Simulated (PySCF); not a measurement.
A structure optimised at B3LYP-D3(BJ)/def2-SVP, used in a PySCF frequency run:

```xyz
11

C     -1.9336    -0.8609    -0.9245
O     -1.2273     0.2292    -0.3646
Si     0.3163     0.1777     0.1662
N      1.3685    -0.4699    -0.9994
F      0.6399     1.6871     0.6271
F      0.4884    -0.7340     1.4866
H     -1.2834    -1.4837    -1.5634
H     -2.3619    -1.5004    -0.1336
H     -2.7587    -0.4674    -1.5373
H      2.2362    -0.9171    -0.7227
H      1.4250    -0.0761    -1.9326
```

### Question
Write its SMILES and formula.

### Answer
CO[Si](N)(F)F, CH5F2NOSi

### Question
What are its rotational constants (standard atomic weights)?

### Answer
3.6701, 2.2206, 2.1382 GHz
